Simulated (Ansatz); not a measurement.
Ansatz (a first-principles code) input (B3LYP-D3(BJ)/def2-TZVP):

Ansatz 0.2 input:
```yaml
crystal:
  periodic: [false, false, false]
  atoms:
    - {symbol: C, position_ang: [2.39136684, -1.05347157, -0.15446007]}
    - {symbol: C, position_ang: [1.19724720, -0.28475708, 0.41359771]}
    - {symbol: C, position_ang: [1.64023384, 1.09746047, 0.93584827]}
    - {symbol: C, position_ang: [0.09845895, -0.16664148, -0.59152646]}
    - {symbol: C, position_ang: [-1.25643562, 0.38028351, -0.27618040]}
    - {symbol: C, position_ang: [-1.84721419, -0.19381079, 1.01964175]}
    - {symbol: C, position_ang: [-2.21966158, 0.17494839, -1.44829807]}
    - {symbol: H, position_ang: [2.81715714, -0.52407281, -1.01101270]}
    - {symbol: H, position_ang: [2.09450862, -2.04885552, -0.48937285]}
    - {symbol: H, position_ang: [3.17897153, -1.16648949, 0.59307498]}
    - {symbol: H, position_ang: [0.82117615, -0.84273758, 1.28076587]}
    - {symbol: H, position_ang: [2.04351012, 1.70316071, 0.12093887]}
    - {symbol: H, position_ang: [2.41651476, 0.99072683, 1.69717500]}
    - {symbol: H, position_ang: [0.80613220, 1.64337858, 1.37896076]}
    - {symbol: H, position_ang: [0.36013589, -0.28383917, -1.63859332]}
    - {symbol: H, position_ang: [-1.16112995, 1.46935260, -0.12266830]}
    - {symbol: H, position_ang: [-2.82930180, 0.24057898, 1.21620596]}
    - {symbol: H, position_ang: [-1.21360021, 0.01349653, 1.88259654]}
    - {symbol: H, position_ang: [-1.96484916, -1.27728436, 0.94090376]}
    - {symbol: H, position_ang: [-3.18828671, 0.63638396, -1.24675296]}
    - {symbol: H, position_ang: [-1.82136645, 0.61249181, -2.36586888]}
    - {symbol: H, position_ang: [-2.38354459, -0.89035983, -1.62808906]}
basis:
  gaussian:
    orbitals: def2-TZVP
hamiltonian:
  xc: b3lyp
  dispersion: d3bj
magnetization: {spin_polarized: true, initial_magnetization: 1}
phonons: {temperatures: {t_min: 298.15, t_max: 298.15, t_step: 100}}
```

Output:

```
Functional definition: B3LYP
integrals: 0.32 GiB planned
1920 factors; their error is unknown
0.41 GiB of the device are held for the grids
2.12 GiB of device memory are held for the factors and their scratch space
mean field: 2.70 GiB planned
mean field evaluation 1: about -7485.6827 eV, gradient 6.5e1 eV
mean field evaluation 2: about -7470.4081 eV, gradient 8.3e1 eV
mean field evaluation 4: about -7505.8649 eV, gradient 4.7e0 eV
mean field evaluation 8: about -7505.9571 eV, gradient 8.3e-2 eV
mean field evaluation 16: about -7505.9032 eV, gradient 4.4e-4 eV
mean field -7505.90324294 eV, -275.8368564941 hartree, gradient 8.0e-5 eV, S^2 0.754071; 0 other end points of the search recorded, 0 dependent functions left out
the calculation of the forces begins
reference -7505.90360363 eV, -275.8368697493 hartree; 29, 28 occupied and 278, 279 virtual orbitals, 1920 factors
these checks for a lower state are left out or cut short: stability, starts, cluster_reference, orbital_swaps, neighbouring_geometries, increment
integrals: 0.32 GiB planned
1920 factors; their error is unknown
0.41 GiB of the device are held for the grids
2.12 GiB of device memory are held for the factors and their scratch space
mean field: 2.70 GiB planned
mean field -7505.90314073 eV, -275.8368527379 hartree, gradient 2.8e-6 eV, S^2 0.754071; 0 other end points of the search recorded, 0 dependent functions left out
the calculation of the forces begins
reference -7505.90350139 eV, -275.8368659919 hartree; 29, 28 occupied and 278, 279 virtual orbitals, 1920 factors
these checks for a lower state are left out or cut short: stability, starts, cluster_reference, orbital_swaps, neighbouring_geometries, increment
integrals: 0.32 GiB planned
1920 factors; their error is unknown
0.41 GiB of the device are held for the grids
2.12 GiB of device memory are held for the factors and their scratch space
mean field: 2.70 GiB planned
mean field evaluation 32: about -7505.9030 eV, gradient 2.8e-6 eV
mean field -7505.90303920 eV, -275.8368490067 hartree, gradient 2.8e-6 eV, S^2 0.754070; 0 other end points of the search recorded, 0 dependent functions left out
the calculation of the forces begins
reference -7505.90339992 eV, -275.8368622631 hartree; 29, 28 occupied and 278, 279 virtual orbitals, 1920 factors
these checks for a lower state are left out or cut short: stability, starts, cluster_reference, orbital_swaps, neighbouring_geometries, increment
integrals: 0.32 GiB planned
1920 factors; their error is unknown
0.41 GiB of the device are held for the grids
2.12 GiB of device memory are held for the factors and their scratch space
mean field: 2.70 GiB planned
mean field -7505.90303567 eV, -275.8368488769 hartree, gradient 2.8e-6 eV, S^2 0.754071; 0 other end points of the search recorded, 0 dependent functions left out
the calculation of the forces begins
reference -7505.90339639 eV, -275.8368621335 hartree; 29, 28 occupied and 278, 279 virtual orbitals, 1920 factors
these checks for a lower state are left out or cut short: stability, starts, cluster_reference, orbital_swaps, neighbouring_geometries, increment
integrals: 0.32 GiB planned
1920 factors; their error is unknown
0.41 GiB of the device are held for the grids
2.12 GiB of device memory are held for the factors and their scratch space
mean field: 2.70 GiB planned
mean field -7505.90312030 eV, -275.8368519873 hartree, gradient 2.8e-6 eV, S^2 0.754070; 0 other end points of the search recorded, 0 dependent functions left out
[...]
2.12 GiB of device memory are held for the factors and their scratch space
mean field: 2.70 GiB planned
mean field -7505.90322253 eV, -275.8368557441 hartree, gradient 2.8e-6 eV, S^2 0.754070; 0 other end points of the search recorded, 0 dependent functions left out
the calculation of the forces begins
reference -7505.90358324 eV, -275.8368689999 hartree; 29, 28 occupied and 278, 279 virtual orbitals, 1920 factors
these checks for a lower state are left out or cut short: stability, starts, cluster_reference, orbital_swaps, neighbouring_geometries, increment
integrals: 0.32 GiB planned
1920 factors; their error is unknown
0.41 GiB of the device are held for the grids
2.12 GiB of device memory are held for the factors and their scratch space
mean field: 2.70 GiB planned
mean field -7505.90320649 eV, -275.8368551547 hartree, gradient 2.8e-6 eV, S^2 0.754071; 0 other end points of the search recorded, 0 dependent functions left out
the calculation of the forces begins
reference -7505.90356717 eV, -275.8368684093 hartree; 29, 28 occupied and 278, 279 virtual orbitals, 1920 factors
these checks for a lower state are left out or cut short: stability, starts, cluster_reference, orbital_swaps, neighbouring_geometries, increment
integrals: 0.32 GiB planned
1920 factors; their error is unknown
0.41 GiB of the device are held for the grids
2.12 GiB of device memory are held for the factors and their scratch space
mean field: 2.70 GiB planned
mean field -7505.90313326 eV, -275.8368524634 hartree, gradient 2.8e-6 eV, S^2 0.754070; 0 other end points of the search recorded, 0 dependent functions left out
the calculation of the forces begins
reference -7505.90349393 eV, -275.8368657176 hartree; 29, 28 occupied and 278, 279 virtual orbitals, 1920 factors
these checks for a lower state are left out or cut short: stability, starts, cluster_reference, orbital_swaps, neighbouring_geometries, increment
integrals: 0.32 GiB planned
1920 factors; their error is unknown
0.41 GiB of the device are held for the grids
2.12 GiB of device memory are held for the factors and their scratch space
mean field: 2.70 GiB planned
mean field evaluation 896: about -7505.9023 eV, gradient 5.4e-1 eV
mean field -7505.90320144 eV, -275.8368549691 hartree, gradient 2.8e-6 eV, S^2 0.754071; 0 other end points of the search recorded, 0 dependent functions left out
the calculation of the forces begins
reference -7505.90356216 eV, -275.8368682253 hartree; 29, 28 occupied and 278, 279 virtual orbitals, 1920 factors
these checks for a lower state are left out or cut short: stability, starts, cluster_reference, orbital_swaps, neighbouring_geometries, increment
integrals: 0.32 GiB planned
1920 factors; their error is unknown
0.41 GiB of the device are held for the grids
2.12 GiB of device memory are held for the factors and their scratch space
mean field: 2.70 GiB planned
mean field -7505.90319940 eV, -275.8368548942 hartree, gradient 2.8e-6 eV, S^2 0.754070; 0 other end points of the search recorded, 0 dependent functions left out
the calculation of the forces begins
reference -7505.90356007 eV, -275.8368681485 hartree; 29, 28 occupied and 278, 279 virtual orbitals, 1920 factors
these checks for a lower state are left out or cut short: stability, starts, cluster_reference, orbital_swaps, neighbouring_geometries, increment
integrals: 0.32 GiB planned
1920 factors; their error is unknown
0.41 GiB of the device are held for the grids
2.12 GiB of device memory are held for the factors and their scratch space
mean field: 2.70 GiB planned
mean field -7505.90325364 eV, -275.8368568873 hartree, gradient 2.8e-6 eV, S^2 0.754071; 0 other end points of the search recorded, 0 dependent functions left out
the calculation of the forces begins
reference -7505.90361436 eV, -275.8368701434 hartree; 29, 28 occupied and 278, 279 virtual orbitals, 1920 factors
these checks for a lower state are left out or cut short: stability, starts, cluster_reference, orbital_swaps, neighbouring_geometries, increment
integrals: 0.32 GiB planned
1920 factors; their error is unknown
0.41 GiB of the device are held for the grids
2.12 GiB of device memory are held for the factors and their scratch space
mean field: 2.70 GiB planned
mean field -7505.90313140 eV, -275.8368523951 hartree, gradient 2.8e-6 eV, S^2 0.754071; 0 other end points of the search recorded, 0 dependent functions left out
the calculation of the forces begins
reference -7505.90349205 eV, -275.8368656487 hartree; 29, 28 occupied and 278, 279 virtual orbitals, 1920 factors
these checks for a lower state are left out or cut short: stability, starts, cluster_reference, orbital_swaps, neighbouring_geometries, increment
integrals: 0.32 GiB planned
1920 factors; their error is unknown
0.41 GiB of the device are held for the grids
2.12 GiB of device memory are held for the factors and their scratch space
mean field: 2.70 GiB planned
mean field evaluation 928: about -7505.9032 eV, gradient 2.8e-6 eV
mean field -7505.90316044 eV, -275.8368534623 hartree, gradient 2.8e-6 eV, S^2 0.754070; 0 other end points of the search recorded, 0 dependent functions left out
the calculation of the forces begins
reference -7505.90352118 eV, -275.8368667192 hartree; 29, 28 occupied and 278, 279 virtual orbitals, 1920 factors
these checks for a lower state are left out or cut short: stability, starts, cluster_reference, orbital_swaps, neighbouring_geometries, increment
integrals: 0.32 GiB planned
1920 factors; their error is unknown
0.41 GiB of the device are held for the grids
2.12 GiB of device memory are held for the factors and their scratch space
mean field: 2.71 GiB planned
mean field -7505.90319426 eV, -275.8368547053 hartree, gradient 2.8e-6 eV, S^2 0.754071; 0 other end points of the search recorded, 0 dependent functions left out
the calculation of the forces begins
reference -7505.90355493 eV, -275.8368679595 hartree; 29, 28 occupied and 278, 279 virtual orbitals, 1920 factors
these checks for a lower state are left out or cut short: stability, starts, cluster_reference, orbital_swaps, neighbouring_geometries, increment
integrals: 0.32 GiB planned
1920 factors; their error is unknown
0.41 GiB of the device are held for the grids
2.12 GiB of device memory are held for the factors and their scratch space
mean field: 2.70 GiB planned
mean field -7505.90325732 eV, -275.8368570226 hartree, gradient 2.8e-6 eV, S^2 0.754070; 0 other end points of the search recorded, 0 dependent functions left out
the calculation of the forces begins
reference -7505.90361804 eV, -275.8368702788 hartree; 29, 28 occupied and 278, 279 virtual orbitals, 1920 factors
Total energy: -7506.74676234 eV, -275.8678552602 hartree
Atom 0 at     2.391367    -1.053472    -0.154460 Å, force     0.000337    -0.000499     0.000306 eV/Å
Atom 1 at     1.197247    -0.284757     0.413598 Å, force     0.000242     0.000577    -0.001115 eV/Å
Atom 2 at     1.640234     1.097460     0.935848 Å, force    -0.000358    -0.000138     0.000360 eV/Å
Atom 3 at     0.098459    -0.166641    -0.591526 Å, force    -0.000692    -0.000321     0.000069 eV/Å
Atom 4 at    -1.256436     0.380284    -0.276180 Å, force     0.000147    -0.000194     0.000159 eV/Å
Atom 5 at    -1.847214    -0.193811     1.019642 Å, force    -0.000603     0.000280     0.000346 eV/Å
Atom 6 at    -2.219662     0.174948    -1.448298 Å, force    -0.000011     0.000113    -0.000201 eV/Å
Atom 7 at     2.817157    -0.524073    -1.011013 Å, force    -0.000089    -0.000038     0.000055 eV/Å
Atom 8 at     2.094509    -2.048856    -0.489373 Å, force     0.000060     0.000167     0.000028 eV/Å
Atom 9 at     3.178972    -1.166489     0.593075 Å, force     0.000128    -0.000173    -0.000057 eV/Å
Atom 10 at     0.821176    -0.842738     1.280766 Å, force     0.000267     0.000369    -0.000344 eV/Å
Atom 11 at     2.043510     1.703161     0.120939 Å, force    -0.000148    -0.000325    -0.000006 eV/Å
Atom 12 at     2.416515     0.990727     1.697175 Å, force    -0.000008     0.000011     0.000084 eV/Å
Atom 13 at     0.806132     1.643379     1.378961 Å, force     0.000218     0.000168    -0.000034 eV/Å
Atom 14 at     0.360136    -0.283839    -1.638593 Å, force     0.000234     0.000123     0.000175 eV/Å
Atom 15 at    -1.161130     1.469353    -0.122668 Å, force    -0.000060    -0.000107     0.000200 eV/Å
Atom 16 at    -2.829302     0.240579     1.216206 Å, force     0.000231    -0.000210    -0.000002 eV/Å
Atom 17 at    -1.213600     0.013497     1.882597 Å, force    -0.000381    -0.000104    -0.000033 eV/Å
Atom 18 at    -1.964849    -1.277284     0.940904 Å, force     0.000219     0.000341    -0.000083 eV/Å
Atom 19 at    -3.188287     0.636384    -1.246753 Å, force     0.000194    -0.000120    -0.000038 eV/Å
Atom 20 at    -1.821366     0.612492    -2.365869 Å, force    -0.000127    -0.000043    -0.000004 eV/Å
Atom 21 at    -2.383545    -0.890360    -1.628089 Å, force     0.000200     0.000122     0.000137 eV/Å
Dipole moment:     0.000775     0.044443     0.039624 e Å
Vibrations: 48.17 61.19 168.67 226.11 229.54 244.68 250.20 278.07 298.87 373.88 393.09 417.82 484.93 568.51 812.39 844.43 925.05 931.22 935.93 965.10 970.24 1030.55 1085.02 1089.01 1128.94 1181.05 1196.34 1209.39 1294.94 1320.51 1323.42 1343.88 1391.66 1399.18 1405.69 1417.77 1426.49 1487.70 1489.02 1491.32 1492.43 1501.32 1503.00 1509.30 1511.39 2901.54 2979.30 3022.61 3025.01 3026.47 3030.04 3081.46 3085.20 3086.98 3089.17 3092.57 3094.65 3096.55 3100.71 3140.17 cm⁻¹, zero-point energy 5.486912 eV
```

It need not be the lowest isomer of its formula.
